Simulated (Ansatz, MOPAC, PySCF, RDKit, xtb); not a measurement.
Torsion H3–C1–O2–H6 in CH4O (SMILES CO); at each angle all else is relaxed with GFN2-xTB, and the levels are single points there.
Geometry at 60° (charge 0, multiplicity 1):
| atom | x (Å) | y (Å) | z (Å) |
|---|---|---|---|
| C | -0.3792 | -0.0363 | 0.0014 |
| O | 0.9107 | -0.4447 | -0.3822 |
| H | -0.5199 | -0.1018 | 1.0857 |
| H | -1.1557 | -0.6293 | -0.4944 |
| H | -0.4791 | 1.0030 | -0.3058 |
| H | 1.0445 | -1.3588 | -0.1108 |

| level | energy at 120° less that at 60° (meV) | minus CCSD(T)/CBS(cc-pVTZ, cc-pVQZ) | cost |
|---|---|---|---|
| MMFF94 | 49.0 | 6.0 | - |
| UFF | 37.9 | -5.1 | - |
| GFN-FF | 49.3 | 6.3 | - |
| AM1 | 49.4 | 6.5 | - |
| PM3 | 46.0 | 3.1 | - |
| PM6 | 28.1 | -14.8 | - |
| PM7 | 33.5 | -9.4 | - |
| GFN1-xTB | 43.6 | 0.7 | - |
| GFN2-xTB | 69.4 | 26.5 | - |
| HF/3-21G | 59.4 | 16.4 | - |
| HF/6-31G* | 59.3 | 16.3 | - |
| HF/cc-pVDZ | 58.2 | 15.3 | - |
| HF/cc-pVTZ | 47.5 | 4.5 | - |
| SVWN5/def2-TZVPP | 44.9 | 2.0 | ×0.7 |
| PBE/def2-TZVPP | 43.0 | 0.0 | ×1 |
| PBE-D3(BJ)/def2-TZVPP | 43.0 | 0.1 | ×1 |
| BLYP/def2-TZVPP | 40.4 | -2.5 | ×1 |
| BLYP-D3(BJ)/def2-TZVPP | 40.6 | -2.4 | ×1 |
| BP86/6-31G* | 62.0 | 19.1 | - |
| r2SCAN-D3(BJ)/def2-TZVPP | 47.6 | 4.6 | ×2 |
| B3LYP/3-21G | 70.5 | 27.5 | - |
| B3LYP/6-31G* | 60.7 | 17.7 | - |
| B3LYP/6-311+G** | 43.6 | 0.7 | - |
| B3LYP/def2-TZVPP | 42.0 | -0.9 | ×1 |
| B3LYP-D3(BJ)/def2-TZVPP | 42.2 | -0.8 | ×1 |
| B3LYP-D4/def2-TZVPP | 42.1 | -0.9 | ×1 |
| PBE0/def2-TZVPP | 44.6 | 1.6 | ×1 |
| PBE0-D4/def2-TZVPP | 44.6 | 1.6 | ×1 |
| M06-2X/6-31G* | 60.2 | 17.2 | - |
| M06-2X/def2-TZVPP | 43.6 | 0.7 | - |
| MP2/CBS(cc-pVTZ, cc-pVQZ) | 43.7 | 0.8 | - |
| SCS-MP2/cc-pVDZ | 63.8 | 20.9 | - |
| SCS-MP2/cc-pVTZ | 47.9 | 5.0 | - |
| SCS-MP2/cc-pVQZ | 44.5 | 1.6 | - |
| CCSD/cc-pVDZ | 62.8 | 19.8 | - |
| CCSD/cc-pVTZ | 47.2 | 4.2 | - |
| CCSD/cc-pVQZ | 44.2 | 1.3 | - |
| CCSD(T)/cc-pVDZ | 63.6 | 20.6 | ×1 |
| CCSD(T)/cc-pVTZ | 47.0 | 4.1 | ×8 |
| CCSD(T)/CBS(cc-pVTZ, cc-pVQZ) | 42.9 | 0.0 | ×100* |

 The comparison column counts from a level with limits of its own.

The rows run from 28.1 (PM6) to 70.5 meV (B3LYP/3-21G). The dispersion term adds 0.1 in PBE-D3(BJ), 0.2 in BLYP-D3(BJ), 0.1 in B3LYP-D3(BJ). The 6 functionals in def2-TZVPP without D3 or D4 span 4.5, from BLYP to SVWN5.

On the grid 0° to 120°, 120° is the highest and 60° the lowest point at CCSD(T)/CBS(cc-pVTZ, cc-pVQZ).

Correlated levels freeze the cores. CBS: X⁻³ extrapolation of the correlation energy, Hartree–Fock from the larger set. Rows in 3-21G, 6-311+G**, 6-31G* carry no dispersion term and start afresh at each structure (6-31G* with six Cartesian d functions). The state reached by AM1, PM3, PM6, PM7 isn't checked; PM7 holds dispersion and hydrogen-bond terms.

Programs: Ansatz (Gaussian orbitals); MOPAC for AM1, PM3, PM6, PM7 (differences of heats of formation); PySCF for 3-21G rows, 6-311+G** rows, 6-31G* rows, M06-2X, the dispersion terms; RDKit for the force fields; xtb for the GFN methods. Each number belongs to the level named beside it.

Costs are rough ratios of core time to PBE/def2-TZVPP (about 1.4 s over the structures, on one shared machine); a dash marks a level with no comparable run of its own. A star marks coupled-cluster runs past 200 virtual orbitals, where the program's memory plan changes under this machine's limit, so their costs aren't comparable with smaller runs.

Measured: V3 of the three-fold top 373.594 ± 0.007 cm⁻¹ = 1.07 kcal/mol [Ozier and Moazzen-Ahmadi, CRC Handbook].

Ansatz is a quantum-chemistry and plane-wave program.
